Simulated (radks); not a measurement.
Spherical quantum dot in the effective-mass picture: electrons in a well V = -V0 / (1 + exp((r - R)/a)) with V0 = 1.68, R = 10.4, a = 1, all in effective atomic units (hartree* = m*/eps^2 hartree, bohr* = eps/m* bohr), one dielectric constant everywhere. Method: non-relativistic Kohn-Sham, PBEsol, spin-polarised, spherical densities; computed with a radial shooting solver with Libxc functionals. Levels are named by radial order and angular momentum (1s, 1p, 1d, 2s, ...), and open shells are averaged over m. Each electron was tried in the lowest free levels, single moves between levels near the top were tried too, and the lowest total energy was kept; such a search can miss a lower state. The series stops at N = 11: beyond it a trial failed or the search could not be trusted, so later rows were left out. At N = 1 the Hartree and exchange-correlation terms need not cancel, so that row can carry a self-interaction error.

| N | open shells | 2S | E (hartree*) | mu = E(N) - E(N-1) (hartree*) | addition energy mu(N+1) - mu(N) (hartree*) | rms radius (bohr*) |
|---|---|---|---|---|---|---|
| 1 | 1s(up 1, down 0) | 1 | -1.61224 | -1.6122 | 0.1624 | 4.815 |
| 2 | none | 0 | -3.06203 | -1.4498 | 0.1741 | 5.354 |
| 3 | 1p(up 1, down 0) | 1 | -4.33771 | -1.2757 | 0.1245 | 5.828 |
| 4 | 1p(up 2, down 0) | 2 | -5.48888 | -1.1512 | 0.1251 | 6.120 |
| 5 | 1p(up 3, down 0) | 3 | -6.51494 | -1.0261 | 0.1498 | 6.338 |
| 6 | 1p(up 3, down 1) | 2 | -7.39119 | -0.87626 | 0.1167 | 6.526 |
| 7 | 1p(up 3, down 2) | 1 | -8.15076 | -0.75957 | 0.1178 | 6.680 |
| 8 | none | 0 | -8.79255 | -0.64178 | 0.1653 | 6.814 |
| 9 | 1d(up 1, down 0) | 1 | -9.26906 | -0.47652 | 0.1137 | 6.952 |
| 10 | 1d(up 2, down 0) | 2 | -9.63186 | -0.36280 | 0.1134 | 7.073 |
| 11 | 1d(up 3, down 0) | 3 | -9.88129 | -0.24942 | - | 7.181 |

All shells are closed at N = 2, 8 (there: 1s2 1p6); the second difference of the energy has clear peaks (12 % above both neighbours; the first and last values, which can be the largest, are not judged, and half-filled shells can peak too) at N = 5, 8.
